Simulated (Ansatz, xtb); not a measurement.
# Two structures of BInOSi

We compare a, a singlet given by its coordinates, with b, a triplet given by its coordinates. Both are isolated molecules in the gas phase, relaxed with PBE0-D3(BJ)/def2-SVP.

a (Å):

```yaml
atoms:
  - { symbol: B, position_ang: [0.3106, -0.5857, -0.3874] }
  - { symbol: In, position_ang: [0.3436, 1.8252, -0.3383] }
  - { symbol: O, position_ang: [-0.0484, -1.6819, 0.2392] }
  - { symbol: Si, position_ang: [-0.6941, -0.5714, 1.5149] }
```

Close contacts (Å): B1–In2 2.41, B1–O3 1.31, B1–Si4 2.15, In2–Si4 3.20, O3–Si4 1.81.

b (Å):

```xyz
4

B    -1.1377   -0.6715   -1.4030
In   -3.7556   -0.1069   -2.5678
O    -1.1486   -1.2637   -0.3420
Si   -1.1893    0.3082   -3.1624
```

Close contacts (Å): B1–In2 2.92, B1–O3 1.22, B1–Si4 2.01, In2–Si4 2.67.

Question: Estimate which is lower in electronic energy at CCSD(T)/def2-TZVPP, and by roughly how much.

Answer: The CCSD(T)/def2-TZVPP calculation puts structure b lower, by 19.8 kcal/mol.

How the difference moves with the method:

```
               level              geometry  E(b) − E(a) (kcal/mol)  departure from the last row (kcal/mol)  job, with rough time for the two
PBE0-D3(BJ)/def2-SVP  PBE0-D3(BJ)/def2-SVP                     −26.4                                    −6.6                optimisation, 67 s
       HF/def2-TZVPP  PBE0-D3(BJ)/def2-SVP                     −34.1                                   −14.3           part of the CCSD(T) run
      MP2/def2-TZVPP  PBE0-D3(BJ)/def2-SVP                     −21.8                                    −2.0           part of the CCSD(T) run
  CCSD(T)/def2-TZVPP  PBE0-D3(BJ)/def2-SVP                     −19.8                                                       single point, 5 min
```

The levels shown agree on the order. The largest departure from CCSD(T)/def2-TZVPP is that of HF/def2-TZVPP, 14.3 kcal/mol. Levels run at GFN2-xTB geometries aren't shown. The triplet state of b needn't be its ground state.

With harmonic frequencies from PBE0-D3(BJ)/def2-SVP (ideal gas, rigid rotor, one conformer each, 298.15 K, 1 atm): on the last row, ΔE + ΔZPE = −19.4 kcal/mol. A mode under 50 cm⁻¹ makes harmonic enthalpies and free energies unreliable, so none is given.

The T1 diagnostic of structure a is large, so the coupled-cluster value is less sure. Open shells are spin-unrestricted. The correlated steps freeze 11 core orbitals; the filled d shell of In is correlated, in a basis made for valence electrons. Atoms past krypton carry core potentials in the def2 sets and no spin–orbit term is included. ΔG holds the spin degeneracy. Codes used: Ansatz 0.2.0; the last row on 1 thread of Intel(R) Xeon(R) 6975P-C (Granite Rapids) on a shared host.
